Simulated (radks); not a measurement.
Problem. The hydrogen anion H-, [He], held by a Watson sphere: a shell of charge +1 at radius R that stands for the Madelung well of a crystal (potential energy -1/R inside, -1/r outside, in hartree with lengths in bohr). Method: non-relativistic Kohn-Sham, PBE, spin-unpolarised, spherical densities, point nucleus; computed with a radial shooting solver on a logarithmic mesh with Libxc functionals. Response by self-consistent Sternheimer equations with the Hartree and adiabatic LDA kernel. The sphere does not respond.

| R (bohr) | e(1s) (eV) | <r> 1s (bohr) | sum of <r^2> (bohr^2) | X-ray form factor at sin(theta)/lambda = 0.3 1/angstrom | alpha (bohr^3) |
|---|---|---|---|---|---|
| 1.64 | -7.732 | 1.672 | 7.416 | 0.391 | 11.41 |
| 2.34 | -6.151 | 1.905 | 9.735 | 0.307 | 19.66 |
| 2.42 | -6.005 | 1.928 | 9.989 | 0.301 | 20.75 |
| 2.56 | -5.762 | 1.967 | 10.43 | 0.294 | 22.72 |
| 3.16 | -4.876 | 2.111 | 12.21 | 0.274 | 32.12 |

Estimate the row for R = 2.77 bohr.

Solution. e(1s) (eV) -5.426; <r> 1s (bohr) 2.021; sum of <r^2> (bohr^2) 11.07; X-ray form factor at sin(theta)/lambda = 0.3 1/angstrom 0.285; alpha (bohr^3) 25.83.
